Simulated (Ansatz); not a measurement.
`C[O][Zn][OH]`. Charge 0, multiplicity 1.

Cartesian coordinates in Å:
```
C 0.7708 -1.3007 -0.3479
O 0.7323 0.0818 -0.5705
Zn -0.5088 1.1837 0.0249
O -1.7452 2.3689 0.4545
H 1.6512 -1.7092 -0.8562
H -0.1095 -1.8225 -0.7473
H 0.8583 -1.5587 0.7164
H -1.6492 2.7567 1.3261
```

**Question.** List the harmonic frequencies (cm⁻¹, unscaled) at PBE0-D4/def2-TZVP in Ansatz. (An estimate is asked.)

**Answer.** Computed: 84, 101, 119, 169, 243, 558, 723, 786, 1140, 1173, 1198, 1480, 1494, 1495, 2982, 3032, 3066, 3909.

**Question.** Is this a minimum?

**Answer.** Yes, all 18 modes are real.

**Question.** Give the ideal-gas thermochemistry at 298.15 K and 1 bar (rigid rotor, harmonic oscillator; point group C1, symmetry number 1).

**Answer.** Zero-point energy 142.1 kJ/mol; H(298) − E = 161.8 kJ/mol; entropy 337.3 J/(mol·K), of which translation 167.9, rotation 103.4, vibration 66.1; G(298) − E = 61.3 kJ/mol. Modes under 100 cm⁻¹ are hindered rotations or soft bends, so the harmonic entropy is rough.

**Question.** Rotational constants (cm⁻¹)?

**Answer.** 1.433, 0.08014, 0.0775.
